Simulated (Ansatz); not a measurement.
Reaction (formal exchange of groups at a C–B bond): `BC(=O)OC` + `C=C` → `C=CC(=O)OC` + BH₃

Gas-phase electronic energies from Ansatz, PBE0-D4/def2-TZVP geometries. CBS: MP2 limit from def2 TZ/QZ plus the TZ coupled-cluster correction, frozen cores. This one scheme is used for every species. DFT in def2-TZVPP. One conformer a species, not always the lowest.

`BC(=O)OC`:

```xyz
10

B    -0.861   -0.417    1.852
C     0.008   -0.177    0.581
O     1.181   -0.426    0.765
O    -0.498    0.253   -0.566
C     0.440    0.421   -1.634
H    -1.291   -1.508    2.059
H    -0.965    0.457    2.654
H     0.922   -0.528   -1.870
H    -0.140    0.776   -2.482
H     1.204    1.149   -1.360
```

`C=C`:

```xyz
6

C     0.194    0.630    0.060
C    -0.194   -0.630   -0.060
H    -0.518    1.448    0.051
H     1.240    0.895    0.171
H     0.518   -1.448   -0.051
H    -1.240   -0.895   -0.171
```

`C=CC(=O)OC`:

Z-matrix (Å, degrees):
```
C
O 1 1.423
H 1 1.088 2 105.9
H 1 1.091 2 110.6 3 -119.8
H 1 1.091 2 110.6 3 119.8
C 2 1.341 1 115.1 3 179.9
C 6 1.478 2 110.7 1 -180.0
O 6 1.203 2 123.5 1 0.0
C 7 1.325 6 120.5 2 180.0
H 7 1.084 6 117.0 2 -0.0
H 9 1.083 7 121.6 6 -180.0
H 9 1.084 7 120.1 6 0.0
```

BH₃:

Cartesian coordinates in Å:
```
B 0.000 0.000 0.000
H -0.669 -0.971 -0.182
H 1.190 -0.088 0.007
H -0.521 1.059 0.176
```

Problem. Is it downhill or uphill in electronic energy at CCSD(T)/CBS, and by how much? (An estimate is asked.)

Solution. The calculation gave: Uphill: ΔE = +2.2 kcal/mol.

Problem. What do these levels give: LDA (SPW92), BHLYP, RPA@PBE/def2-TZVPP, MP2/def2-TZVPP, SCS-MP2/def2-TZVPP, MP2/CBS(def2)? (Estimate.)

Solution. The calculation gave: LDA (SPW92) 3.9, BHLYP 1.7, RPA@PBE/def2-TZVPP 1.3, MP2/def2-TZVPP 0.8, SCS-MP2/def2-TZVPP 0.8, MP2/CBS(def2) 1.3 kcal/mol.

Largest T1 diagnostic among the species: 0.018.

From PBE to PBE0 (25 % exact exchange), in def2-TZVPP and without D4, ΔE moves by −2.2 kcal/mol. Leaving LDA and LC-ωPBE aside and taking each functional with its dispersion term where it has one, the values, not all of them listed here, spread over 3.5 kcal/mol, from BHLYP-D4 to PBE-D4. LDA lies −1.3 kcal/mol from PBE without D4. At CCSD(T), def2-SVP lies −2.0 kcal/mol from the extrapolated value and def2-TZVPP −0.5 kcal/mol.
